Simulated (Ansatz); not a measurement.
A structure relaxed at PBE0-D4/def2-TZVP, charge 0, multiplicity 1:

```xyz
9

C    -1.6863    0.0705    0.3801
O    -0.3262    0.0139    0.0718
Hf    1.4987   -0.0627   -0.3382
Cl    1.7327   -0.1042   -2.6676
Cl    2.5379    1.8352    0.5565
Cl    2.3884   -2.0096    0.6108
H    -2.2753    0.0928   -0.5402
H    -1.9715   -0.8073    0.9652
H    -1.8984    0.9713    0.9615
```

Q: Give its formula and SMILES.

A: CH3Cl3HfO, `C[O][Hf]([Cl])([Cl])[Cl]`.

Q: Point group (tolerance 0.08 Å, 0.16 Å for H)?

A: C3v.

Q: Summarise the bond lengths by kind.

A: 1 × C–O 1.396 Å; 3 × C–H 1.093 Å; 1 × Hf–O 1.872 Å; 3 × Cl–Hf 2.341 to 2.342 Å.

Computed with Ansatz.
